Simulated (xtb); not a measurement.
Si(CCH)(H)2(OH) (C2H4OSi), SMILES [SiH2](O)C#C. All values are semi-empirical tight-binding results from xtb (GFN2-xTB unless named), good for trends rather than for accurate numbers. Coordinates come from a GFN2-xTB optimisation. Other conformers were not sampled.

The orbital gap is 5.57 eV, the dipole moment is 1.31 D and the zero-point energy is 30.1 kcal/mol. The G − E(el) at 298.15 K (modified RRHO) is 12.1 kcal/mol and the static polarisability (D4 model) is 55.5 bohr³. The solvation energy, GFN2-xTB/ALPB(water) is -3.8 kcal/mol. The solvation energy, GFN2-xTB/ALPB(acetonitrile) is -4.9 kcal/mol.
